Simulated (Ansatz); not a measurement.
CH$_{9}$NSi$_{2}$ (`[SiH3]CN[SiH3]`), relaxed with RKS PBE0-D4/def2-TZVP in Ansatz 0.2.0 from a PBE-D4/def2-SVP geometry. The force threshold is 0.005 eV/Å; the program also tests the step.

The species carries charge 0 and has multiplicity 1.

Start:

```xyz
13

Si    1.383    1.118    1.279
C    -0.199    0.184    0.759
N     0.034   -0.592   -0.455
Si   -1.209   -0.943   -1.632
H     1.753    2.145    0.246
H     1.198    1.794    2.614
H     2.512    0.125    1.394
H    -0.590   -0.416    1.620
H    -0.980    0.951    0.557
H     0.804   -1.263   -0.376
H    -0.541   -1.652   -2.778
H    -1.817    0.358   -2.087
H    -2.351   -1.810   -1.139
```

(1) By how much does the energy fall, and how many steps does the optimiser take? (Estimate.)

(2) Which bonds change most? (Estimate.)

(3) Give the relaxed structure. (Estimate.)

## Answers

(1) Computed: 1.28 kcal/mol, in 11 steps.

(2) Computed: N3–Si4 from 1.748 to 1.719 Å; Si1–C2 from 1.910 to 1.886 Å; Si4–H13 from 1.516 to 1.495 Å; C2–H8 from 1.120 to 1.101 Å.

(3) Ansatz gave: 
```xyz
13

Si    1.371    1.092    1.286
C    -0.199    0.213    0.722
N     0.044   -0.559   -0.486
Si   -1.201   -0.950   -1.604
H     1.779    2.115    0.289
H     1.168    1.741    2.610
H     2.462    0.085    1.406
H    -0.614   -0.386    1.547
H    -0.948    0.984    0.507
H     0.838   -1.176   -0.424
H    -0.566   -1.654   -2.748
H    -1.849    0.313   -2.052
H    -2.285   -1.819   -1.052
```
